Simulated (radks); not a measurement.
The numbers below are computed, except where a source is named.
Coherent X-ray form factor from a spherical all-electron density. Code: a radial shooting solver on a logarithmic mesh with Libxc functionals. Model: scalar-relativistic Kohn-Sham, PBE, spin-unpolarised, spherical densities, point nucleus.

| sin(theta)/lambda (1/angstrom) | f0 (electrons) |
|---|---|
| 0.05 | 45.838 |
| 0.1 | 45.359 |
| 0.15 | 44.580 |
| 0.2 | 43.528 |
| 0.25 | 42.239 |
| 0.3 | 40.754 |
| 0.4 | 37.384 |
| 0.5 | 33.785 |
| 0.6 | 30.275 |
| 0.8 | 24.337 |
| 1 | 20.231 |
| 1.25 | 17.038 |
| 1.5 | 14.847 |
| 2 | 11.109 |

The species is in the configuration that NIST lists as its ground one. Which atom or ion scatters so?

Answer. The samarium ion Sm16+, [Kr] 4d10. Extrapolating in s^2 from the first two rows gives f0(0) = 46.0, near the electron count 46; among species with that count, the fall with angle is slower the higher Z, and the table is that of Z = 62; from so few rows the species is fixed only to a neighbour or two.
